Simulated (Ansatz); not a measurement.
Start from `C[NH][InH2]` and change one atom or group to get `[NH2][InH2]`.

Ansatz, PBE0-D4/def2-TZVP geometries, multiplicity 1. 

Elements past krypton have def2 core potentials.

```
                                                                                  property  `C[NH][InH2]`
                                                         HOMO energy (PBE/def2-TZVPP) / eV          -5.13
                                          size of the dipole moment (B3LYP/def2-TZVPP) / D           0.52
ideal-gas entropy at 298 K and 1 bar (rigid rotor, harmonic PBE0-D4/def2-TZVP) / J/(mol·K)            318
                                                         LUMO energy (PBE/def2-TZVPP) / eV          -1.79
                                                   HOMO–LUMO gap (ωB97M-V/def2-TZVPP) / eV           8.87
                                                      HOMO–LUMO gap (PBE0/def2-TZVPP) / eV           5.20
```

(1) What does the change do to each property? (Estimate.)

## Answers

(1) Computed: 
```csv
property,`[NH2][InH2]`,shift
HOMO energy (PBE/def2-TZVPP) / eV,-5.67,-0.54
size of the dipole moment (B3LYP/def2-TZVPP) / D,0.50,-0.02
"ideal-gas entropy at 298 K and 1 bar (rigid rotor, harmonic PBE0-D4/def2-TZVP) / J/(mol·K)",281,-37
LUMO energy (PBE/def2-TZVPP) / eV,-1.78,0.01
HOMO–LUMO gap (ωB97M-V/def2-TZVPP) / eV,9.63,0.76
HOMO–LUMO gap (PBE0/def2-TZVPP) / eV,5.86,0.66
```

The zero-point energy changes by -76.0 kJ/mol with -9 modes. Dipoles are sizes alone; their direction can turn.

B3LYP here is the variant with VWN-RPA as its local correlation; programs differ in this.
